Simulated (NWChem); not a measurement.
System: CdHSeBr; SMILES [SeH][Cd][Br]

NWChem input:

```
start job
memory heap 200 mb stack 900 mb global 1100 mb
geometry units angstroms noautoz
  Cd     0.218893     0.094488    -0.007164
  Br    -0.099437    -2.303415     0.006954
  Se     0.555643     2.524008    -0.020595
  H     -0.900166     2.752849    -0.009916
end
basis spherical
  Cd library def2-tzvp
  Br library def2-tzvp
  Se library def2-tzvp
  H library def2-tzvp
end
ecp
  Cd library def2-ecp
end
dft
  xc optx lyp
  iterations 150
  mulliken
end
task dft energy
```

Parts of the log:

```
             Northwest Computational Chemistry Package (NWChem) 7.3.0
             --------------------------------------------------------

 CS  symmetry detected

                             Geometry "geometry" -> ""
                             -------------------------

 Output coordinates in angstroms (scale by  1.889725989 to convert to a.u.)

  No.       Tag          Charge          X              Y              Z
 ---- ---------------- ---------- -------------- -------------- --------------
    1 Cd                  48.0000     0.00829565    -0.01032054     0.00000000
    2 Br                  35.0000     0.00592514    -2.42930096     0.00000000
    3 Se                  34.0000     0.02479134     2.44240774     0.00000000
    4 H                    1.0000    -1.44847678     2.47905643     0.00000000

 Effective nuclear repulsion energy (a.u.)     873.5069253516

      Symmetry information
      --------------------

 Group name             Cs
 Group number              2
 Group order               2
 No. of unique centers     4

                                 NWChem DFT Module
                                 -----------------

 Summary of "ao basis" -> "ao basis" (spherical)
 ------------------------------------------------------------------------------
       Tag                 Description            Shells   Functions and Types
 ---------------- ------------------------------  ------  ---------------------
 Cd                        def2-tzvp                14       40   6s4p3d1f
 Br                        def2-tzvp                16       48   6s5p4d1f
 Se                        def2-tzvp                16       48   6s5p4d1f
 H                         def2-tzvp                 4        6   3s1p

      Symmetry analysis of basis
      --------------------------

        a'         96
        a"         46

            General Information
            -------------------
          SCF calculation type: DFT
          Wavefunction type:  closed shell.
          No. of atoms     :     4
          No. of electrons :    90
           Alpha electrons :    45
            Beta electrons :    45
          Charge           :     0
          Spin multiplicity:     1
          Use of symmetry is: on ; symmetry adaption is: on
          Maximum number of iterations: 150
          AO basis - number of functions:   142
                     number of shells:    50
          Convergence on energy requested:  1.00D-06
          Convergence on density requested:  1.00D-05
          Convergence on gradient requested:  5.00D-04

              XC Information
              --------------
                        Slater Exchange Functional  1.052 local
                      OPTX     Exchange Functional  1.432 non-local
              Lee-Yang-Parr Correlation Functional  1.000

             Grid Information
             ----------------
          Grid used for XC integration:  medium
          Radial quadrature: Mura-Knowles
          Angular quadrature: Lebedev.
          Tag              B.-S. Rad. Rad. Pts. Rad. Cut. Ang. Pts.
          ---              ---------- --------- --------- ---------
          Cd                  1.55      123          10.0       590
          Br                  1.15      112          13.0       590
          Se                  1.15      112          13.0       590
          H                   0.35       45          13.0       434
          Grid pruning is: on
          Number of quadrature shells:   392
          Spatial weights used:  Erf1

      Superposition of Atomic Density Guess
      -------------------------------------

 Sum of atomic energies:       -5164.62023218

      Non-variational initial energy
      ------------------------------

 Total energy =   -5140.016388
 1-e energy   =   -8119.407055
 2-e energy   =    2530.795782
 HOMO         =      -0.293990
 LUMO         =      -0.047915

      Symmetry analysis of molecular orbitals - initial
      -------------------------------------------------

  Numbering of irreducible representations:

     1 a'          2 a"

  Orbital symmetries:

     1 a'          2 a'          3 a'          4 a'          5 a'
     6 a'          7 a"          8 a'          9 a'         10 a"
    11 a'         12 a'         13 a'         14 a'         15 a"
    16 a'         17 a'         18 a"         19 a'         20 a'
    21 a'         22 a"         23 a'         24 a"         25 a'
    26 a'         27 a"         28 a'         29 a'         30 a"
    31 a'         32 a"         33 a'         34 a'         35 a'
    36 a"         37 a'         38 a'         39 a"         40 a'
    41 a'         42 a"         43 a'         44 a'         45 a"
    46 a'         47 a'         48 a"         49 a'         50 a'
    51 a'         52 a'         53 a'         54 a"         55 a'

     ---------------------------------------------
      Total Density - Mulliken Population Analysis
     ---------------------------------------------

    Atom       Charge   Shell Charges
 -----------   ------   -------------------------------------------------------
    1 Cd  20    18.97   0.04 -0.42  1.59  0.79  0.55  0.26  5.18  0.81  0.16  0.04  5.94  3.27  0.76  0.00
    2 Br  35    35.63   2.00  2.00  1.16  0.78  1.01  1.01  6.00  5.94  1.31  2.99  1.42  8.99  1.02 -0.01  0.02  0.00
    3 Se  34    34.63   2.00  2.00  1.16  0.78  0.98  0.94  6.00  5.93  0.99  2.46  1.33  8.96  1.04  0.00  0.04  0.01
    4 H    1     0.77   0.19  0.41  0.16  0.02

   convergence    iter        energy       DeltaE   RMS-Dens  Diis-err
 ---------------- ----- ----------------- --------- --------- ---------
 d= 0,ls=0.0,diis     1  -5145.7100185872 -5.59D+03  1.06D-02  1.14D+00
 d= 0,ls=0.0,diis     2  -5145.6695646550  4.05D-02  8.45D-03  6.99D-01
 d= 0,ls=0.0,diis     3  -5145.7241026081 -5.45D-02  3.16D-03  3.84D-01
 d= 0,ls=0.0,diis     4  -5145.7706622567 -4.66D-02  5.70D-04  7.39D-03
 d= 0,ls=0.0,diis     5  -5145.7716888833 -1.03D-03  2.12D-04  8.78D-04
  Resetting Diis
 d= 0,ls=0.0,diis     6  -5145.7717743807 -8.55D-05  8.85D-05  1.94D-04
 d= 0,ls=0.0,diis     7  -5145.7717962231 -2.18D-05  5.70D-05  8.58D-06
 d= 0,ls=0.0,diis     8  -5145.7717922740  3.95D-06  3.52D-05  3.48D-05
 d= 0,ls=0.0,diis     9  -5145.7717977841 -5.51D-06  2.25D-06  2.11D-07
 d= 0,ls=0.0,diis    10  -5145.7717978022 -1.81D-08  8.04D-07  1.40D-08

         Total DFT energy =    -5145.771797802182
      One electron energy =    -8121.957865890841
           Coulomb energy =     2723.671131602332
    Exchange-Corr. energy =     -196.079948680011
 Nuclear repulsion energy =      448.594885166338

 Numeric. integr. density =       90.000012293865

                  Occupations of the irreducible representations
                  ----------------------------------------------

                     irrep           alpha         beta
                     --------     --------     --------
                     a'               32.0         32.0
                     a"               13.0         13.0

                       DFT Final Molecular Orbital Analysis
                       ------------------------------------

 Vector   43  Occ=2.000000D+00  E=-2.517106D-01  Symmetry=a"
              MO Center=  5.5D-03, -2.2D+00, -1.9D-15, r^2= 2.3D+00
   Bfn.  Coefficient  Atom+Function         Bfn.  Coefficient  Atom+Function
  ----- ------------  ---------------      ----- ------------  ---------------
    58      0.505631  2 Br pz                52     -0.344854  2 Br pz
    55      0.311056  2 Br pz                61      0.306040  2 Br pz
    49      0.105157  2 Br pz               106      0.086862  3 Se pz
    15      0.073243  1 Cd pz                20      0.068058  1 Cd d -1
     9     -0.055176  1 Cd pz               100     -0.052540  3 Se pz

 Vector   44  Occ=2.000000D+00  E=-2.509520D-01  Symmetry=a'
              MO Center=  9.3D-03, -2.3D+00, -1.0D-15, r^2= 1.8D+00
   Bfn.  Coefficient  Atom+Function         Bfn.  Coefficient  Atom+Function
  ----- ------------  ---------------      ----- ------------  ---------------
    56      0.513596  2 Br px                50     -0.350773  2 Br px
    53      0.316785  2 Br px                59      0.312753  2 Br px
    47      0.106954  2 Br px                19      0.085771  1 Cd d -2
    13      0.061893  1 Cd px                 7     -0.046710  1 Cd px
    24      0.045807  1 Cd d -2              16      0.040800  1 Cd px

 Vector   45  Occ=2.000000D+00  E=-2.173946D-01  Symmetry=a"
              MO Center= -1.2D-02,  2.1D+00,  6.8D-16, r^2= 2.8D+00
   Bfn.  Coefficient  Atom+Function         Bfn.  Coefficient  Atom+Function
  ----- ------------  ---------------      ----- ------------  ---------------
   106      0.489627  3 Se pz               109      0.342657  3 Se pz
   100     -0.316143  3 Se pz               103      0.279927  3 Se pz
    58     -0.100015  2 Br pz                97      0.096316  3 Se pz
    20     -0.092515  1 Cd d -1              61     -0.075410  2 Br pz
    52      0.071502  2 Br pz                55     -0.067161  2 Br pz

 Vector   46  Occ=0.000000D+00  E=-9.092195D-02  Symmetry=a'
              MO Center= -2.0D-02,  1.9D-01, -2.9D-15, r^2= 6.5D+00
   Bfn.  Coefficient  Atom+Function         Bfn.  Coefficient  Atom+Function
  ----- ------------  ---------------      ----- ------------  ---------------
     6      0.793267  1 Cd s                  5      0.600962  1 Cd s
   108      0.390430  3 Se py                94     -0.344350  3 Se s
     3     -0.314446  1 Cd s                 60     -0.306274  2 Br py
   105      0.286639  3 Se py                46     -0.276310  2 Br s
    57     -0.254930  2 Br py                99     -0.178882  3 Se py

 Vector   47  Occ=0.000000D+00  E=-4.966940D-02  Symmetry=a'
              MO Center=  9.5D-02,  2.5D-01, -3.8D-16, r^2= 5.6D+00
   Bfn.  Coefficient  Atom+Function         Bfn.  Coefficient  Atom+Function
  ----- ------------  ---------------      ----- ------------  ---------------
    16      0.738971  1 Cd px               139      0.384498  4 H  s
    13      0.334416  1 Cd px                94     -0.282350  3 Se s
     7     -0.215046  1 Cd px                59     -0.200902  2 Br px
   138      0.147589  4 H  s                107      0.120667  3 Se px
    56     -0.108542  2 Br px                53     -0.093624  2 Br px

 Vector   48  Occ=0.000000D+00  E=-3.487869D-02  Symmetry=a"
              MO Center=  6.9D-03,  3.8D-02, -5.6D-16, r^2= 5.7D+00
   Bfn.  Coefficient  Atom+Function         Bfn.  Coefficient  Atom+Function
  ----- ------------  ---------------      ----- ------------  ---------------
    18      0.833509  1 Cd pz                15      0.341175  1 Cd pz
   109     -0.245955  3 Se pz                 9     -0.217563  1 Cd pz
    61     -0.208945  2 Br pz               106     -0.138718  3 Se pz
    58     -0.118036  2 Br pz               103     -0.100040  3 Se pz
   100      0.097857  3 Se pz                55     -0.097026  2 Br pz

     ---------------------------------------------
      Total Density - Mulliken Population Analysis
     ---------------------------------------------

    Atom       Charge   Shell Charges
 -----------   ------   -------------------------------------------------------
    1 Cd  20    19.37   0.04 -0.44  1.67  0.74  0.83  0.13  5.25  0.75  0.33  0.09  5.91  3.22  0.86  0.00
    2 Br  35    35.39   2.00  2.01  1.16  0.78  1.06  0.97  6.00  5.93  1.34  2.74  1.39  8.97  0.97  0.05  0.03  0.00
    3 Se  34    34.37   2.00  2.00  1.17  0.78  1.05  0.91  6.00  5.92  1.04  2.27  1.16  8.95  0.99  0.08  0.04  0.01
    4 H    1     0.87   0.24  0.48  0.14  0.02

     -------------------------------------------
      Total Density - Lowdin Population Analysis
     -------------------------------------------

    Atom       Charge   Shell Charges
 -----------   ------   -------------------------------------------------------
    1 Cd  20    19.66   0.00  0.01  0.98  0.96  0.54  0.31  4.48  1.44  0.48  0.39  5.50  3.50  1.07  0.00
    2 Br  35    35.20   2.00  2.00  1.15  0.83  0.87  0.93  5.98  5.66  1.64  2.50  1.59  8.55  1.21  0.23  0.05  0.01
    3 Se  34    34.19   2.00  2.00  1.14  0.83  0.84  0.79  5.98  5.64  1.36  2.06  1.42  8.55  1.22  0.24  0.10  0.02
    4 H    1     0.96   0.23  0.42  0.23  0.06

     Multipole analysis of the density
     ---------------------------------

     L   x y z        total         alpha         beta         nuclear
     -   - - -        -----         -----         ----         -------
     0   0 0 0     -0.000000    -45.000000    -45.000000     90.000000

     1   1 0 0     -0.169642      0.134650      0.134650     -0.438942
     1   0 1 0      0.492273     -0.026906     -0.026906      0.546084
     1   0 0 1      0.000000      0.000000      0.000000      0.000000

     2   2 0 0    -40.702484    -24.139404    -24.139404      7.576323
     2   1 1 0     -1.092738      3.091898      3.091898     -7.276534
     2   1 0 1     -0.000000     -0.000000     -0.000000      0.000000
     2   0 2 0    -49.540665   -766.699208   -766.699208   1483.857751
     2   0 1 1     -0.000000     -0.000000     -0.000000      0.000000
     2   0 0 2    -43.984132    -21.992066    -21.992066      0.000000
```

Level: OLYP/def2-TZVP with def2 effective core potentials on Cd. The geometry was optimised at PBE0/def2-SVP. def2 effective core potentials on Cd; no spin-orbit coupling.
